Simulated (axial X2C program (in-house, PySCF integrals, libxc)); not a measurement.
## Spin–orbit effects down a group: homonuclear dimers (ions), HF

Computed with an axial X2C code built on PySCF integrals, spin-free (one-electron X2C) or two-component (2c: spin–orbit coupling with atomic mean-field Coulomb and Gaunt terms, which also bring small scalar terms), in Dyall basis sets with cores contracted in-house; open shells are unrestricted.

Basis sets: Br dyall-acv3z, Cl dyall-av3z, F dyall-av3z.

| molecule | spin-free state | Re (Å) | ωe (cm⁻¹) | De (eV) | 2c state | Re 2c (Å) | ωe 2c (cm⁻¹) | De 2c (eV) |
| --- | --- | --- | --- | --- | --- | --- | --- | --- |
| F₂⁻ | M_S = 1/2, Λ = 0 | 1.909 | 465.1 | 0.08 | Ω = 1/2 | 1.909 | 464.9 | 0.07 |
| Cl₂⁻ | M_S = 1/2, Λ = 0 | 2.640 | 250.0 | 0.57 | Ω = 1/2 | 2.641 | 249.7 | 0.51 |
| Br₂⁻ | M_S = 1/2, Λ = 0 | 2.900 | 151.6 | 0.61 | Ω = 1/2 | 2.908 | 148.8 | 0.46 |

Fragments in 2c: F- + F, Cl- + Cl, Br- + Br. Each entry is the lowest single determinant of a limited PBE0 search at one distance. De goes to single-determinant-based atoms at the same level (for ions the charge split of lowest energy) and is withheld (n/a) where an atom does not fit its ground term or J level. Main or longest-lived isotopes.
